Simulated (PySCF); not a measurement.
UHF on Br⁺ (bromine, charge +1)

Configuration: [Ar] 3d10 4s1 4p4 5s1, high-spin 5P determinant (an excited configuration). All numbers are calculated (PySCF 2.14, the spin-free X2C one-electron Hamiltonian (Gaussian nucleus), in x2c-QZVPPall with one added diffuse shell each of s, p, d, f type (12s9p6d5f1g, 113 functions)).

```json
{"Total energy": "-2603.232726 hartree", "One-electron energy": "-3599.2349 hartree", "Hartree (Coulomb) energy": "1086.7281 hartree", "Exchange energy": "-90.7260 hartree", "⟨S²⟩": "6.0064", "⟨L²⟩": "2.122", "Sum of ⟨r⟩": "25.15 bohr", "Sum of ⟨r²⟩": "46.82 bohr²", "Traceless quadrupole moment −½Σ⟨3z² − r²⟩ along its main axis": "0.351 e·bohr²", "Langevin diamagnetic susceptibility": "-37.1 ×10⁻⁶ cm³/mol"}
```

| shell | electrons | mean orbital energy (eV) | spread (eV) | rms radius, mean of both spins (bohr) |
| --- | --- | --- | --- | --- |
| 1s α | 1 | -13576.8 | 0 | 0.0492 |
| 1s β | 1 | -13576.1 | 0 | 0.0492 |
| 2s α | 1 | -1844.8 | 0 | 0.205 |
| 2s β | 1 | -1844.1 | 0 | 0.205 |
| 2p α | 3 | -1624.4 | 0.230 | 0.183 |
| 2p β | 3 | -1623.9 | 0.134 | 0.183 |
| 3s α | 1 | -296.65 | 0 | 0.588 |
| 3s β | 1 | -295.03 | 0 | 0.588 |
| 3p α | 3 | -224.57 | 0.631 | 0.607 |
| 3p β | 3 | -223.35 | 0.144 | 0.607 |
| 3d α | 5 | -104.75 | 0.602 | 0.648 |
| 3d β | 5 | -104.07 | 0.323 | 0.648 |
| 4s α | 1 | -47.646 | 0 | 1.70 |
| 4p α | 3 | -29.468 | 1.734 | 2.01 |
| 4p β | 1 | -23.226 | 0 | 2.01 |
| 5s α | 1 | -9.596 | 0 | 4.52 |

The outer electron is Rydberg-like, and this basis confines it to a smaller radius and binds it less than a complete one would.

Densities and radii are taken from the X2C orbitals without a picture-change correction, which distorts them close to the nucleus.

Spin-orbit constants ζ (cm⁻¹) from the X2C one-electron operator on these orbitals: bare nucleus, nucleus screened by l(l+1)(2l+1)/3 electrons, and screened by the Breit-Pauli mean field of the electrons.

```csv
shell,bare,screened nucleus,mean field
2p,262800,247800,n/a
3p,37930,35760,n/a
3d,4673,3338,n/a
4p,3338,3147,n/a
```

To first order the Landé constant is A = -786.9 cm⁻¹, so the lowest level has J = 3 and lies 0.195 eV below the centre of the term. This holds in LS coupling only.
